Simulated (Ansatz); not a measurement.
As₃P₅⁻. Total charge -1; doublet. Geometry PBE-D4/def2-SVP; atoms count from 1.

| atom | x (Å) | y (Å) | z (Å) |
| --- | --- | --- | --- |
| P1 | 1.7455 | 1.7863 | -0.6965 |
| P2 | -0.3146 | -0.9832 | 1.7769 |
| P3 | 0.8426 | -1.5381 | -0.0855 |
| P4 | 2.5188 | -0.1606 | -0.1813 |
| P5 | -0.7352 | -0.7828 | -1.5157 |
| As6 | -0.5154 | 1.5468 | -1.0016 |
| As7 | -1.2775 | 1.1187 | 1.3360 |
| As8 | -2.2641 | -0.9871 | 0.3678 |

Another isomer (doublet) lies 0.07 eV lower at PBE0-D4/def2-TZVPD.

(1) Estimate the Mulliken populations from the PBE0/def2-TZVPD orbitals of Ansatz.

(2) Where does the spin sit?

(3) And the Mayer bond orders between bonded heavy atoms (over 0.3)?

Answers

(1) 
| atom | charge (e) | spin (α − β) |
| --- | --- | --- |
| P1 | -0.25 | 0.43 |
| P2 | -0.14 | 0.03 |
| P3 | 0.02 | 0.01 |
| P4 | -0.23 | 0.38 |
| P5 | -0.23 | 0.05 |
| As6 | -0.01 | 0.00 |
| As7 | -0.07 | 0.04 |
| As8 | -0.09 | 0.05 |
Mulliken values and Mayer orders depend strongly on the basis. With diffuse functions, as here, like atoms can get unlike values, and bond orders can come out too low or too high.

(2) Summed by element: P 0.91, As 0.09, of 1 unpaired in all. Largest on single atoms: P1 0.43, P4 0.38, As8 0.05.

(3) P1–P4 1.30 (2.16 Å); P1–As6 1.05 (2.29 Å); P2–P3 0.88 (2.26 Å); P2–As7 0.91 (2.35 Å); P2–As8 0.96 (2.41 Å); P3–P4 1.02 (2.17 Å); P3–P5 0.86 (2.26 Å); P5–As6 0.86 (2.40 Å); P5–As8 0.96 (2.43 Å); As6–As7 0.89 (2.50 Å); As7–As8 0.95 (2.52 Å).
